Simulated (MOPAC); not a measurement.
MOPAC input (PM7):

```
PM7 FORCE THERMO(298,298) PRECISE LET CHARGE=1 GEO-OK AUX(PRECISION=9) THREADS=1
CHO

C     0.00000000 1   -0.00000000 1   -0.52608156 1
O    -0.00000000 1    0.00000000 1    0.59765685 1
H    -0.00000000 1    0.00000000 1   -1.61227429 1
```

From the output:

```
     H    3   3.134062   0.612236   3.391344

          HEAT OF FORMATION =     182.358524 KCALS/MOLE

          ZERO POINT ENERGY       9.232 KCAL/MOL

           NORMAL COORDINATE ANALYSIS (Total motion = 1 Angstrom)

   Root No.       1         2         3         4

                 1 Pi      1 Pi      1 Sig     2 Sig

                 906.3     906.3    2088.7    2556.9

   x  C    1   -0.0000    0.0000   -0.1857   -0.1480
   y  C    1   -0.1346   -0.0031    0.0000   -0.0000
   z  C    1    0.0031   -0.1346   -0.0000    0.0000
   x  O    2    0.0000   -0.0000    0.1794    0.0613
   y  O    2    0.0497    0.0011   -0.0000    0.0000
   z  O    2   -0.0011    0.0497    0.0000   -0.0000
   x  H    3    0.0000   -0.0000   -0.6349    0.7907
   y  H    3    0.8155    0.0188    0.0000   -0.0000
   z  H    3   -0.0188    0.8155   -0.0000    0.0000

           MASS-WEIGHTED COORDINATE ANALYSIS (NORMAL COORDINATES)

   Root No.       1         2         3         4

                 1 Pi      1 Pi      1 Sig     2 Sig

                 906.3     906.3    2088.7    2556.9

   x  C    1   -0.0000    0.0000   -0.5569   -0.5253
   y  C    1   -0.4842   -0.0112    0.0000   -0.0000
   z  C    1    0.0112   -0.4842   -0.0000    0.0000
   x  O    2    0.0000   -0.0000    0.6210    0.2511
   y  O    2    0.2062    0.0048   -0.0000    0.0000
   z  O    2   -0.0048    0.2062    0.0000   -0.0000
   x  H    3    0.0000   -0.0000   -0.5516    0.8130
   y  H    3    0.8500    0.0196    0.0000   -0.0000
   z  H    3   -0.0196    0.8500   -0.0000    0.0000

          DESCRIPTION OF VIBRATIONS

 VIBRATION          2    1Pi         ATOM PAIR     ENERGY CONTRIBUTION    RADIAL
 FREQUENCY           906.31         C 1 -- H 3         +92.3% ( 95.7%)      0.0%
 TRANSITION DIPOLE   0.4532         C 1 -- O 2          +7.7% ( 27.7%)      0.0%
 TRAVEL (Ang.)       0.2473
 REDUCED MASS        1.2166
 EFFECTIVE MASS      2.9196
 FORCE CONSTANT      0.5888

 VIBRATION          3    1Sig        ATOM PAIR     ENERGY CONTRIBUTION    RADIAL
 FREQUENCY          2088.68         C 1 -- O 2         +65.5% ( 88.6%)    100.0%
 TRANSITION DIPOLE   1.9080         C 1 -- H 3         +34.5% ( 64.3%)    100.0%
 TRAVEL (Ang.)       0.0943
 REDUCED MASS        3.6273
 EFFECTIVE MASS     10.6543
 FORCE CONSTANT      9.3235

 VIBRATION          4    2Sig        ATOM PAIR     ENERGY CONTRIBUTION    RADIAL
 FREQUENCY          2556.90         C 1 -- H 3         +78.2% ( 94.6%)    100.0%
 TRANSITION DIPOLE   1.6106         C 1 -- O 2         +21.8% ( 49.9%)    100.0%
 TRAVEL (Ang.)       0.1363
 REDUCED MASS        1.4187
 EFFECTIVE MASS      4.4458
 FORCE CONSTANT      5.4646

      SYMMETRY NUMBER FOR POINT-GROUP C*v =  1

          SYSTEM IS A GROUND STATE

 CHO

          MOLECULE IS LINEAR

          THERE ARE  4 GENUINE VIBRATIONS IN THIS SYSTEM
          THIS THERMODYNAMICS CALCULATION IS LIMITED TO
          MOLECULES WHICH HAVE NO INTERNAL ROTATIONS

                    CALCULATED THERMODYNAMIC PROPERTIES
                                          *
   TEMP. (K)   PARTITION FUNCTION   H.O.F.    ENTHALPY  HEAT CAPACITY ENTROPY
                                   KCAL/MOL   CAL/MOLE    CAL/K/MOL  CAL/K/MOL

 298.00  VIB.     0.1026D+01                    66.2994     0.9915     0.2729
         ROT.     0.1421D+03                   592.1869     1.9872    11.8374
         INT.     0.1458D+03                   658.4863     2.9787    12.1103
         TRA.     0.1511D+27                  1480.4672     4.9680    36.0278
         TOT.                      182.359    2138.9534     7.9467    48.1380

   *: NOTE: HEATS OF FORMATION ARE RELATIVE TO THE
            ELEMENTS IN THEIR STANDARD STATE AT 298K
              (=  Standard Enthalpy of Formation).

            Hvib:  Zero-point energy is not included.
                   frequencies of less than zero cm-1 are not included.
            Hrot = (3/2)RT
            Htra = (3/2)RT + pV = (5/2)RT

            Heat capacity is Cp, not Cv

          For more information, see: HTTP://OpenMOPAC.net/Manual/thermochemistry.html

           FORCE CONSTANT IN CARTESIAN COORDINATES (Millidynes/A)

    ATOM   CHEMICAL       X               Y               Z
   NUMBER   SYMBOL  FORCE CONSTANT  FORCE CONSTANT  FORCE CONSTANT

      1       C       22.341998        1.362825        1.362825
      2       O       19.743036        0.328783        0.328783
      3       H        3.354476        0.352671        0.352671

 **********************
 *                    *
 * JOB ENDED NORMALLY *
 *                    *
 **********************

 == MOPAC DONE ==
```

The dipole moment of an ion depends on the origin.
